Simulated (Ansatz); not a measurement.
```yaml
atoms:
  - { symbol: C, position_ang: [0.0000, 0.7050, 0.0000] }
  - { symbol: C, position_ang: [-1.2211, 1.4100, 0.0000] }
  - { symbol: C, position_ang: [-2.4422, 0.7050, 0.0000] }
  - { symbol: C, position_ang: [-2.4422, -0.7050, 0.0000] }
  - { symbol: C, position_ang: [-1.2211, -1.4100, 0.0000] }
  - { symbol: C, position_ang: [0.0000, -0.7050, 0.0000] }
  - { symbol: C, position_ang: [1.4100, 0.7050, 0.0000] }
  - { symbol: C, position_ang: [1.4100, -0.7050, 0.0000] }
  - { symbol: C, position_ang: [2.6311, 1.4100, 0.0000] }
  - { symbol: C, position_ang: [3.8522, 0.7050, 0.0000] }
  - { symbol: C, position_ang: [3.8522, -0.7050, 0.0000] }
  - { symbol: C, position_ang: [2.6311, -1.4100, 0.0000] }
  - { symbol: H, position_ang: [-1.2211, 2.4950, 0.0000] }
  - { symbol: H, position_ang: [-3.3818, 1.2475, 0.0000] }
  - { symbol: H, position_ang: [-3.3818, -1.2475, 0.0000] }
  - { symbol: H, position_ang: [-1.2211, -2.4950, 0.0000] }
  - { symbol: H, position_ang: [2.6311, 2.4950, 0.0000] }
  - { symbol: H, position_ang: [4.7918, 1.2475, 0.0000] }
  - { symbol: H, position_ang: [4.7918, -1.2475, 0.0000] }
  - { symbol: H, position_ang: [2.6311, -2.4950, 0.0000] }
```

Basis set: def2-TZVP (spherical functions). Charge 0, multiplicity 1.

Computed with Ansatz (development build ahead of 0.2.0); each method stands on the lowest determinant of its kind that the runs found. Restricted functionals stand beside restricted open-shell atoms, which can lie above the unrestricted atoms usual in DFT and then raise those values.

The atomization energy at this shape (free ground-state atoms in the same class of orbitals less the molecule, no zero-point energy) of singlet C₁₂H₈:

| method | atomization energy |
| --- | --- |
| PBE0 (restricted) | 10413.7 kJ/mol |

(1) What does ωB97X (unrestricted) give?

Results:

(1) 10150.4 kJ/mol. Caution: the shape is not the minimum.
